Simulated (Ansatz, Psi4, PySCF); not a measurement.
F6Si, charge -2, singlet, geometry from GFN2-xTB (in this run its highest filled SCF level lies above zero, so its values depend strongly on the basis, on diffuse functions most of all). Base run: WB97X-V/STO-3G run with PySCF.

The PySCF input:
```python
from pyscf import gto, scf, dft

mol = gto.Mole()
mol.atom = '''
    F     0.398849   -1.654343   -0.164620
    Si    0.000000    0.000000   -0.000000
    F     1.175047    0.400278   -1.175616
    F    -1.175047   -0.400278    1.175616
    F     1.176101    0.161115    1.230390
    F    -0.398849    1.654343    0.164620
    F    -1.176101   -0.161115   -1.230390
'''
mol.basis = 'sto-3g'
mol.charge = -2
mol.spin = 0
mol.verbose = 4
mol.build()

mf = dft.RKS(mol)
mf.xc = 'wb97x_v'
mf.kernel()
```

The same geometry, method and basis name were run in Ansatz (a program for electronic structure) and Psi4 and PySCF, at each program's defaults and at the settings that a row names. The base is PySCF at its defaults. Differences at the defaults can come from grids, fitting, cores and function types together.

| code and settings | ΔE vs base (µEh) | basis functions | E (Eh) | SCF cycles |
|---|---|---|---|---|
| PySCF, defaults (exact integrals, its default grid, spherical functions) | 0.0 | 39 | -875.88234 | 7 |
| Psi4, defaults (density fitting with its default set, its default grid, spherical functions) | ? | 39 | ? | 6 |
| Ansatz, defaults (factorised integrals, its default grid, spherical functions) | -18.7 | 39 | -875.88236 | - |
| PySCF, density fitting with def2-universal-jkfit | -2841 | 39 | -875.88518 | 7 |
| PySCF, fine grid | -24.5 | 39 | -875.88236 | 7 |
| Psi4, exact integrals, spherical functions, fine grid | 6.1 | 39 | -875.88233 | 8 |
| Ansatz, high accuracy | -10.3 | 39 | -875.88235 | - |

Problem. Complete the blanks.

Solution. 
- Psi4, defaults (density fitting with its default set, its default grid, spherical functions), ΔE vs base (µEh): -2895
- Psi4, defaults (density fitting with its default set, its default grid, spherical functions), E (Eh): -875.88523
